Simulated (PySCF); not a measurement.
Two species compared at the same levels of theory.

First species: C5H13NSSi.
InChI=1S/C5H13NSSi/c1-4(6-8-7)5-2-3-5/h4-7H,2-3,8H2,1H3/t4-/m0/s1

Second species: C3H10O2Si3.
SMILES: `C#CC[SiH2]O[SiH2]O[SiH3]`

Levels: PBE0/pcSseg-1 for dipole moment, HOMO energy, LUMO energy and HOMO–LUMO gap; GFN2-xTB for rotational constant A and rotational constant C. Geometries: GFN2-xTB. All species are isolated and taken at one optimised geometry, non-relativistic unless stated. Electronic properties by PySCF.

The conformers computed, where there is a choice (atom-mapped SMILES and torsion angles):
- `[CH3:1][C@H:2]([NH:3][SiH2:4][SH:5])[CH:6]1[CH2:7][CH2:8]1`: C1–C2–N3–Si4 89°, C2–N3–Si4–S5 177°, C1–C2–C6–C7 -157°, H–S5–Si4–N3 -53°
- `[CH:1]#[C:2][CH2:3][SiH2:4][O:5][SiH2:6][O:7][SiH3:8]`: C2–C3–Si4–O5 180°, C3–Si4–O5–Si6 -53°, Si4–O5–Si6–O7 -5°, O5–Si6–O7–Si8 2°

**Question.** Which of the two has the higher rotational constant C, and by how much?

**Answer.** The first: 0.551 GHz against 0.505 GHz, a difference of 0.046 GHz.

**Question.** Which has the higher HOMO–LUMO gap?

**Answer.** The second: 7.62 eV against 7.43 eV, a difference of 0.19 eV.

**Question.** Which of the two has the higher dipole moment, and by how much?

**Answer.** The first: 2.64 D against 0.55 D, a difference of 2.09 D.

**Question.** Which has the higher rotational constant A?

**Answer.** The first: 2.782 GHz against 1.684 GHz, a difference of 1.098 GHz.

**Question.** Which of the two has the higher LUMO energy, and by how much?

**Answer.** The first: 0.46 eV against 0.10 eV, a difference of 0.36 eV.

**Question.** Which of the two has the higher HOMO energy, and by how much?

**Answer.** The first: -6.97 eV against -7.52 eV, a difference of 0.55 eV.

On the first: The dipole matches unit charges of opposite sign 0.55 Å apart (1 e·Å = 4.8032 D). A dipole of 2.64 D is allowed in C1, and pure rotational transitions are dipole-allowed.

On the second: The dipole matches unit charges of opposite sign 0.12 Å apart (1 e·Å = 4.8032 D).
